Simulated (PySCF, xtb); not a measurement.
B(Cl)(Me)(SMe) (C2H6BClS), SMILES ClB(C)SC. One conformer was computed; it need not be the lowest.

Harmonic wavenumbers (cm⁻¹) from xtb 6.7.1 with GFN2-xTB at its own minimum, in rising order: 89, 96, 160, 182, 257, 278, 340, 523, 721, 729, 850, 935, 954, 978, 1052, 1314, 1394, 1442, 1451, 1482, 1485, 2995, 3011, 3044, 3048, 3052, 3068.

Problem. What does PBE-D3(BJ)/def2-SVP in PySCF give at its own minimum? (An estimate is asked for; the answer gives what the named calculation found.)

Solution. 52, 112, 138, 184, 266, 304, 381, 536, 701, 750, 809, 920, 939, 1003, 1091, 1273, 1283, 1373, 1381, 1399, 1404, 2966, 2988, 3039, 3087, 3096, 3105. Paired by order, the mean absolute difference is 36 cm⁻¹ and the zero-point energies are 49.9 and 49.4 kcal/mol.
